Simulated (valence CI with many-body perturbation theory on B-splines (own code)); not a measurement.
# Ladder of approximations for Tm XXI

Computed by valence CI with perturbative core correlation (CI+MBPT): three valence electrons over a frozen Dirac-Fock core [Kr] 4d10, radial functions for each j: 8 s, 8 p, 9 d, 9 f, 6 g, 3 h, 2 i, with the one-electron correlation potential Σ1, the two-electron term Σ2, the three-electron term Σ3, Breit, model QED; selected CI, second order for the rest (own B-spline code, finite nucleus).

No measured spectrum was set against this ion. As an estimate, terms of the open shell hold to a few per cent of their energy, and close levels can change places. Core correlation moves these levels by up to 43000 cm⁻¹, and in measured spectra 5 to 20 % of such shifts remained as error; rates that hang on mixing are uncertain with them.

Each rung adds one term. CI alone is the Dirac-Coulomb CI over the frozen core; QED comes last and gives the full result, which names the levels. Energies are above 4f3 4I°_9/2 on the same rung, in eV.

Names give the largest LS component (configuration and term), which can be under half, so a name can repeat, a term be missing and a line seem to break the LS rules; names also repeat where a configuration has a term twice. Letters in brackets count levels of one name in rising energy.

| Level | CI alone | + Σ1 | + Σ2 | + Σ3 | + Breit | Full |
| --- | --- | --- | --- | --- | --- | --- |
| 4f3 4I°_11/2 | 1.314 | 1.365 | 1.426 | 1.431 | 1.332 | 1.339 |
| 4f3 4I°_13/2 | 2.567 | 2.658 | 2.758 | 2.765 | 2.571 | 2.584 |
| 4f3 4F°_3/2 | 3.704 | 3.731 | 3.480 | 3.490 | 3.528 | 3.530 |
| 4f3 4I°_15/2 | 3.749 | 3.873 | 3.997 | 4.002 | 3.722 | 3.738 |
| 4f3 2H°_9/2 [a] | 4.062 | 4.115 | 4.096 | 4.048 | 3.987 | 3.992 |
| 4f3 4F°_5/2 | 4.563 | 4.627 | 4.440 | 4.435 | 4.400 | 4.407 |
| 4f3 4S°_3/2 | 4.857 | 4.930 | 4.750 | 4.867 | 4.825 | 4.833 |
| 4f3 4F°_7/2 | 5.014 | 5.089 | 4.972 | 4.940 | 4.860 | 4.868 |
| 4f3 4G°_5/2 | 5.688 | 5.739 | 5.400 | 5.422 | 5.433 | 5.437 |
| 4f3 4F°_9/2 | 5.921 | 6.037 | 5.977 | 5.955 | 5.796 | 5.810 |
| 4f3 4G°_7/2 | 6.081 | 6.170 | 5.970 | 5.971 | 5.906 | 5.915 |
| 4f3 2H°_11/2 [a] | 6.110 | 6.228 | 6.268 | 6.235 | 6.052 | 6.066 |
| 4f3 2K°_13/2 | 6.587 | 6.678 | 6.584 | 6.565 | 6.404 | 6.414 |
| 4f3 2G°_7/2 [a] | 7.033 | 7.149 | 7.053 | 7.017 | 6.895 | 6.908 |
| 4f3 2D°_3/2 [a] | 7.193 | 7.298 | 7.074 | 7.154 | 7.086 | 7.096 |
| 4f3 4G°_9/2 | 7.423 | 7.544 | 7.323 | 7.337 | 7.196 | 7.209 |
| 4f3 2K°_15/2 | 7.716 | 7.835 | 7.701 | 7.693 | 7.465 | 7.478 |
| 4f3 2P°_1/2 | 7.737 | 7.833 | 7.564 | 7.713 | 7.667 | 7.675 |
| 4f3 4G°_11/2 | 8.443 | 8.584 | 8.378 | 8.366 | 8.159 | 8.174 |

Question: How does the ionisation energy move along the ladder, and which term matters most?

Answer: CI alone 518.49, + Σ1 521.87, + Σ2 527.21, + Σ3 527.24, + Breit 527.27, + QED 527.30 eV. The largest step is Σ2, 5.35 eV. NIST lists 530 ± 30 eV (theoretical).
